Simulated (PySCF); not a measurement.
Field gradients at the hydrogen positions

C5H10N2SSi2.
Cartesian coordinates in Å at the GFN2-xTB level; atoms count from 1:
```xyz
20
C5H10N2SSi2 angstrom
C     -3.8855   -0.8589   -0.9294
C     -2.7082   -0.4165   -1.3569
C     -1.5654   -0.1869   -0.5086
C     -1.3700   -0.3518    0.8538
C     -0.0433    0.0425    1.0800
S      0.8555    0.0812    2.5541
Si     2.6645    0.8134    1.5748
Si     3.2637   -0.5618   -0.1763
N      0.5366    0.4285   -0.0518
N     -0.3925    0.2827   -1.0030
H     -4.7091   -1.0101   -1.6045
H     -4.0630   -1.0827    0.1076
H     -2.5546   -0.1996   -2.4070
H     -2.0640   -0.7043    1.5862
H      2.3407    2.2035    1.2585
H      3.5418    0.8428    2.7493
H      4.6708   -0.9635   -0.0343
H      2.4907   -1.8031   -0.2707
H      3.1594    0.1273   -1.4650
H     -0.1734    0.5084   -1.9596
```

Level: PBE0/pcSseg-1 (PySCF, non-relativistic); Q(2H) = 0.00286 b; rigid geometry, the same for H and D, with no vibrational averaging.

Question: Rank these positions by the coupling χzz of a deuteron there, largest first.
A. H14 (aromatic hydrogen)
B. H13 (vinylic hydrogen)
C. H12 (vinylic hydrogen)
D. H20 (N–H hydrogen)
E. H18 (Si–H hydrogen)

Answer: D (270 kHz), A (237 kHz), C (227 kHz), B (215 kHz), E (110 kHz).

Q: What are Vzz, η and χzz (234.96 MHz × Q × Vzz) at all hydrogens?

A: 
```json
{"atom": "H11", "bonded to": "C1", "bond length (Å)": "1.076", "Vzz (au)": "0.3380", "η": "0.05", "χzz (kHz)": "227"}
{"atom": "H12", "bonded to": "C1", "bond length (Å)": "1.076", "Vzz (au)": "0.3374", "η": "0.05", "χzz (kHz)": "227"}
{"atom": "H13", "bonded to": "C2", "bond length (Å)": "1.083", "Vzz (au)": "0.3200", "η": "0.09", "χzz (kHz)": "215"}
{"atom": "H14", "bonded to": "C4", "bond length (Å)": "1.069", "Vzz (au)": "0.3532", "η": "0.09", "χzz (kHz)": "237"}
{"atom": "H15", "bonded to": "Si7", "bond length (Å)": "1.462", "Vzz (au)": "0.1662", "η": "0.04", "χzz (kHz)": "112"}
{"atom": "H16", "bonded to": "Si7", "bond length (Å)": "1.466", "Vzz (au)": "0.1605", "η": "0.04", "χzz (kHz)": "108"}
{"atom": "H17", "bonded to": "Si8", "bond length (Å)": "1.470", "Vzz (au)": "0.1594", "η": "0.01", "χzz (kHz)": "107"}
{"atom": "H18", "bonded to": "Si8", "bond length (Å)": "1.465", "Vzz (au)": "0.1644", "η": "0.01", "χzz (kHz)": "110"}
{"atom": "H19", "bonded to": "Si8", "bond length (Å)": "1.465", "Vzz (au)": "0.1663", "η": "0.02", "χzz (kHz)": "112"}
{"atom": "H20", "bonded to": "N10", "bond length (Å)": "1.007", "Vzz (au)": "0.4024", "η": "0.17", "χzz (kHz)": "270"}
```

Q: Average by the element that carries the hydrogen.

A: on C: 227 kHz over 4 positions, mean bond length 1.076 Å; on Si: 110 kHz over 5 positions, mean bond length 1.466 Å; on N: 270 kHz over 1 position, mean bond length 1.007 Å.

The structure is a single GFN2-xTB conformer in the gas phase; no vibrational or solvent corrections. GFN2-xTB bond lengths can be off by several hundredths of an ångström, more for odd bonds, and the gradients follow them. The small basis limits the accuracy of the gradients.
